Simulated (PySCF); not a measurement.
Orbital energies and ionisation energy

C9H14O.
Geometry (PBE0-D3(BJ)/def2-SVP, Å), atoms numbered from 1 in this order:
```
atom  x, y, z in Å
C1    -3.889    0.418   -0.807
C2    -2.423    0.071   -0.715
O3    -2.168   -0.989   -1.606
C4    -0.908   -1.361   -1.892
C5     0.285   -1.004   -1.385
C6     0.687   -0.095   -0.289
C7     1.864    0.862   -0.498
C8     1.997   -0.316    0.376
C9     2.482   -0.635    1.733
C10    2.928   -1.451    0.533
H11   -4.135    1.235   -0.113
H12   -4.148    0.735   -1.828
H13   -4.509   -0.454   -0.552
H14   -2.162   -0.230    0.316
H15   -1.795    0.941   -0.978
H16   -0.928   -2.098   -2.701
H17    1.127   -1.503   -1.879
H18   -0.099    0.289    0.362
H19    1.793    1.854   -0.039
H20    2.352    0.843   -1.477
H21    3.213    0.036    2.195
H22    1.788   -1.105    2.437
H23    3.960   -1.333    0.188
H24    2.526   -2.464    0.429
```

Level: CAM-B3LYP/def2-SVPD (PySCF). Frontier orbitals with their largest atomic shares (Löwdin; up to four atoms above 4 %):

```
orbital  ε (eV)                           main atoms
 HOMO−3   -9.81  C9 20 %, C8 17 %, C6 15 %, C10 10 %
 HOMO−2   -9.61   C8 27 %, C10 27 %, C9 12 %, C6 8 %
 HOMO−1   -9.47  C7 24 %, C8 22 %, C9 12 %, C10 10 %
   HOMO   -7.30                                    ?
   LUMO    1.31   C2 14 %, C1 13 %, H14 8 %, H15 7 %
 LUMO+1    1.65  H17 13 %, C10 12 %, C4 10 %, C5 9 %
 LUMO+2    1.69    C7 10 %, C4 10 %, C1 8 %, H21 8 %
```

Problem. What vertical ionisation energy does ΔSCF give, and how far is −ε(HOMO) from it?

Solution. ΔSCF: 7.93 eV (765 kJ/mol; threshold wavelength 156 nm); ⟨S²⟩ of the doublet left behind is 0.757, against 0.75 for a pure doublet. −ε(HOMO) is 7.30 eV, 0.63 eV below it. For the exact functional −ε(HOMO) would equal the first vertical ionisation energy; CAM-B3LYP (range-separated hybrid) falls short of its own ΔSCF value by 8 %. Holes in the HOMO−1 and HOMO−2 were tried too where these lie within 1.2 eV of the HOMO; the lowest converged state counts.

Problem. On which atoms does the HOMO lie?

Solution. C5 (alkene CH carbon) 27 %, C4 (vinylic carbon bearing oxygen) 21 %, O3 (ether oxygen) 19 %, C6 (allylic carbon) 9 %, so no atom holds as much as 40 %. The HOMO−1 lies 2.17 eV lower.

Problem. How many of the 10 lowest singlet excitations (vertical TDDFT, same level) lie below the ionisation energy?

Solution. All 10; they run from 5.89 to 7.89 eV.

Problem. What kinetic energy would electrons from this vertical process carry with Lyman-α light (10.199 eV)?

Solution. 10.20 − 7.93 = 2.27 eV.

Problem. Shift the occupied levels rigidly so that −ε(HOMO) equals the ΔSCF value. What binding energies result?

Solution. The shift is +0.63 eV: HOMO 7.93, HOMO−1 10.10, HOMO−2 10.24, HOMO−3 10.44 eV. A rigid shift is only a rough guide to the deeper ionisations.

The structure is a single PBE0-D3(BJ)/def2-SVP conformer in the gas phase; no vibrational or solvent corrections.
